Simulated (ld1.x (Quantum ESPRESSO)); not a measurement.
**Reading a pseudo-wave (Hg)**

Columns: radius, all-electron u(r) and pseudo u(r) of the 6p shell (level -1.19 eV) of mercury in the configuration [Xe] 4f14 5d10 6s2 6p0; LDA (PZ), scalar-relativistic, TM semilocal scheme, ld1.x (Quantum ESPRESSO) 7.5.

```json
{"r (bohr)": "0.132", "all-electron": "-0.0826", "pseudo": "0.0013"}
{"r (bohr)": "0.264", "all-electron": "0.0837", "pseudo": "0.0052"}
{"r (bohr)": "0.396", "all-electron": "0.0942", "pseudo": "0.0119"}
{"r (bohr)": "0.528", "all-electron": "-0.0368", "pseudo": "0.0215"}
{"r (bohr)": "0.660", "all-electron": "-0.1491", "pseudo": "0.0341"}
{"r (bohr)": "0.792", "all-electron": "-0.1935", "pseudo": "0.0502"}
{"r (bohr)": "0.924", "all-electron": "-0.1780", "pseudo": "0.0700"}
{"r (bohr)": "1.056", "all-electron": "-0.1243", "pseudo": "0.0937"}
{"r (bohr)": "1.188", "all-electron": "-0.0516", "pseudo": "0.1216"}
{"r (bohr)": "1.320", "all-electron": "0.0271", "pseudo": "0.1534"}
{"r (bohr)": "1.452", "all-electron": "0.1039", "pseudo": "0.1889"}
{"r (bohr)": "1.584", "all-electron": "0.1748", "pseudo": "0.2273"}
{"r (bohr)": "1.716", "all-electron": "0.2380", "pseudo": "0.2673"}
{"r (bohr)": "1.848", "all-electron": "0.2931", "pseudo": "0.3075"}
{"r (bohr)": "1.980", "all-electron": "0.3401", "pseudo": "0.3462"}
{"r (bohr)": "2.112", "all-electron": "0.3797", "pseudo": "0.3817"}
{"r (bohr)": "2.244", "all-electron": "0.4125", "pseudo": "0.4129"}
{"r (bohr)": "2.376", "all-electron": "0.4391", "pseudo": "0.4392"}
{"r (bohr)": "2.508", "all-electron": "0.4605", "pseudo": "0.4605"}
{"r (bohr)": "2.640", "all-electron": "0.4770", "pseudo": "0.4770"}
{"r (bohr)": "2.772", "all-electron": "0.4894", "pseudo": "0.4894"}
{"r (bohr)": "2.904", "all-electron": "0.4982", "pseudo": "0.4982"}
{"r (bohr)": "3.036", "all-electron": "0.5037", "pseudo": "0.5037"}
{"r (bohr)": "3.168", "all-electron": "0.5065", "pseudo": "0.5065"}
{"r (bohr)": "3.300", "all-electron": "0.5069", "pseudo": "0.5069"}
{"r (bohr)": "3.432", "all-electron": "0.5052", "pseudo": "0.5052"}
```

(1) How many radial nodes do the two functions have?

(2) At about which radius was the pseudo-wave matched?

(3) Where does each function peak?

(4) Is the pseudo-wave norm-conserving?

Results:

(1) The all-electron 6p function has n − l − 1 = 4 (the table is too coarse to show those close to the nucleus); the pseudo-wave has 0, since the states of the same l below it are removed with the core.

(2) 2.64 bohr. The columns agree to 0.0005 from 2.24 bohr on; several derivatives are matched, so the curves merge somewhat inside the radius.

(3) Outermost all-electron maximum near 3.30 bohr, pseudo maximum near 3.30 bohr (to the table’s step).

(4) Yes: the TM semilocal scheme keeps the norm inside the radius equal to the all-electron one, which fixes the energy derivative of the logarithmic derivative at the level.
